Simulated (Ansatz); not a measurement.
Cl2CrO2, charge -1, doublet, geometry from GFN2-xTB of the parent state (such geometries of metal compounds can be far from the true shape) (a state made from the parent by changing its charge; the spin is typed, not shown lowest) (a gas-phase anion, which may not be bound at this level); CAM-B3LYP/STO-3G (Ansatz, an electronic-structure program).

Ansatz was given this input:
Ansatz 0.2 input:
```yaml
crystal:
  periodic: [false, false, false]
  atoms:
    - {symbol: Cr, position_ang: [0.36161990, -0.06306063, 0.11655214]}
    - {symbol: O, position_ang: [1.44045237, -0.59234025, -0.86408389]}
    - {symbol: O, position_ang: [0.79045337, 0.20330658, 1.58311746]}
    - {symbol: Cl, position_ang: [-0.38616068, 1.66825371, -0.64495912]}
    - {symbol: Cl, position_ang: [-1.17419951, -1.39615227, 0.14204619]}
basis:
  gaussian:
    orbitals: STO-3G
hamiltonian:
  xc: cam_b3lyp
total_charge: -1
magnetization: {spin_polarized: true, initial_magnetization: 1}
```

What the program printed (banner, timings and long lists left out):

```
Functional definition: CAM-B3LYP
589 factors; integrals over basis functions are off by at most 6.0e-4 eV
169 factors; integrals over basis functions are off by at most 2.5e-6 eV
mean field evaluation 1: about -56888.3461 eV, gradient 8.8e1 eV
mean field evaluation 2: about -56470.5153 eV, gradient 2.2e2 eV
mean field evaluation 4: about -56929.8861 eV, gradient 4.0e1 eV
mean field evaluation 8: about -56937.0465 eV, gradient 5.3e0 eV
mean field evaluation 16: about -56937.3151 eV, gradient 3.9e-3 eV
a density is far from that of the atoms, so the factors are made again for it
639 factors; integrals over basis functions are off by at most 7.7e-5 eV
169 factors; integrals over basis functions are off by at most 2.5e-6 eV
mean field -56937.31563008 eV, -2092.4077559067 hartree, gradient 1.4e-5 eV, S^2 0.769993; 0 other end points of the search recorded, 0 dependent functions left out
reference -56937.31570769 eV, -2092.4077587590 hartree; 38, 37 occupied and 8, 9 virtual orbitals, 639 factors
Total energy: -56937.31570769 eV, -2092.4077587590 hartree
```
